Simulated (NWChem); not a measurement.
System meant: CH₄Al, doublet; SMILES [CH3][AlH]

Input file for NWChem:

```
start job
memory heap 200 mb stack 900 mb global 1100 mb
geometry units angstroms noautoz
  Al    -0.025560     0.744655     0.420232
  C     -0.006354    -1.194724     0.073391
  H      0.234172    -1.375137    -0.989726
  H     -1.015852    -1.609223     0.245607
  H      0.708021    -1.761263     0.688604
  H     -1.049513     1.648696    -0.436764
end
basis spherical
  Al library def2-svp
  C library def2-svp
  H library def2-svp
end
dft
  odft
  mult 2
  xc xpbe96 cpbe96
  iterations 4
  mulliken
end
task dft energy
```

End of the output:

```
     --------------------------
     Expectation value of S2:
     --------------------------
      <S2> =      0.7508 (Exact =     0.7500)

 center of mass
 --------------
 x =   0.06640402 y =  -0.17006656 z =  -0.00004291

 moments of inertia (a.u.)
 ------------------
         159.970789414029          -0.000000000000           0.000000000000
          -0.000000000000          18.195199817631          -0.000000000000
           0.000000000000          -0.000000000000         166.852863767273

     Multipole analysis of the density
     ---------------------------------

     L   x y z        total         alpha         beta         nuclear
     -   - - -        -----         -----         ----         -------
     0   0 0 0     -0.000000    -12.000000    -11.000000     23.000000

     1   1 0 0      0.089527     -0.508074      0.597601      0.000000
     1   0 1 0      0.273957      1.141649     -0.867691     -0.000000
     1   0 0 1      0.000051     -0.000092      0.000142     -0.000000

     2   2 0 0    -17.490714    -17.511579    -12.052118     12.072983
     2   1 1 0     -0.525773     -0.629199     -3.371771      3.475197
     2   1 0 1     -0.000122     -0.000532      0.000322      0.000087
     2   0 2 0    -17.757664    -60.001256    -52.273475     94.517067
     2   0 1 1      0.001140      0.000672     -0.000241      0.000710
     2   0 0 2    -13.892431    -10.953758     -8.551316      5.612644

 ------------------------------------------------------------------------
 dft energy failed                                                                                  0
 ------------------------------------------------------------------------
 ------------------------------------------------------------------------
  current input line :
    23: task dft energy
 ------------------------------------------------------------------------
 ------------------------------------------------------------------------
 This type of error is most commonly associated with calculations not reaching convergence criteria
 ------------------------------------------------------------------------
 For more information see the NWChem manual at https://nwchemgit.github.io

0:dft energy failed:Received an Error in Communication
```

Q: What is wrong, and how is it mended?

A: The run did not converge; its last values are not results. Cause: the SCF was allowed too few iterations. This input runs:
```
start job
memory heap 200 mb stack 900 mb global 1100 mb
geometry units angstroms noautoz
  Al    -0.025560     0.744655     0.420232
  C     -0.006354    -1.194724     0.073391
  H      0.234172    -1.375137    -0.989726
  H     -1.015852    -1.609223     0.245607
  H      0.708021    -1.761263     0.688604
  H     -1.049513     1.648696    -0.436764
end
basis spherical
  Al library def2-svp
  C library def2-svp
  H library def2-svp
end
dft
  odft
  mult 2
  xc xpbe96 cpbe96
  iterations 150
  mulliken
end
task dft energy
```
It converges to -282.57569 Ha (PBE/def2-SVP, spin-unrestricted).
